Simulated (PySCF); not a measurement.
Atom-mapped SMILES (the numbers label the heavy atoms): `[F:1][CH2:2][c:3]1[cH:4][cH:5][c:6]([CH:7]([F:8])[F:9])[cH:10][cH:11]1`. Each H is labelled by its parent atom.

No solvent model, single conformer, relativity neglected, equivalent nuclei averaged. PBE0/pcSseg-1 with gauge-including orbitals; geometry from GFN2-xTB; PySCF 2.14.0 with density-fitted response routines.

Referencing at the same level of theory: ¹³C vs TMS.

Task: Do the ¹³C shifts follow the atomic charges (in e)? Tabulate both.

Result: 
```json
{"atoms": "C3", "hybridisation": "sp2", "δ (ppm)": "146.6", "σ para (ppm)": "-223", "Hirshfeld": "-0.00", "IAO": "-0.01", "Mulliken": "-0.38", "ESP-fitted": "+0.16"}
{"atoms": "C6", "hybridisation": "sp2", "δ (ppm)": "141.3", "σ para (ppm)": "-221", "Hirshfeld": "-0.03", "IAO": "-0.05", "Mulliken": "-0.45", "ESP-fitted": "+0.06"}
{"atoms": "C5/C10", "hybridisation": "sp2", "δ (ppm)": "131.1", "σ para (ppm)": "-195", "Hirshfeld": "-0.05", "IAO": "-0.14", "Mulliken": "+0.03", "ESP-fitted": "-0.19"}
{"atoms": "C4/C11", "hybridisation": "sp2", "δ (ppm)": "128.4", "σ para (ppm)": "-193", "Hirshfeld": "-0.05", "IAO": "-0.16", "Mulliken": "-0.01", "ESP-fitted": "-0.22"}
{"atoms": "C7", "hybridisation": "sp3", "δ (ppm)": "121.1", "σ para (ppm)": "-169", "Hirshfeld": "+0.15", "IAO": "+0.45", "Mulliken": "+0.69", "ESP-fitted": "+0.35"}
{"atoms": "C2", "hybridisation": "sp3", "δ (ppm)": "86.6", "σ para (ppm)": "-137", "Hirshfeld": "+0.03", "IAO": "+0.04", "Mulliken": "+0.34", "ESP-fitted": "+0.02"}
```

Correlation coefficients of δ with charge over these carbons: Hirshfeld -0.34, IAO -0.25, Mulliken -0.68, ESP-fitted +0.01; with the paramagnetic shielding -0.97. Among the 4 sp2 carbons alone: Hirshfeld +0.97, IAO +1.00, Mulliken -0.92, ESP-fitted +1.00. With so few points, grouped by hybridisation, these coefficients are fragile. Charge is one influence among several: hybridisation and low-lying excitations act through the paramagnetic term.

Shifts are as computed. Against solution values, carbons near 30 ppm lie about +3 ppm off and those near 130 ppm about +5 ppm. Of 1211 compounds with measured shifts, 218 miss one by over three times the rms of a fit or turn the order of signals round; such compounds aren't used in these exercises.
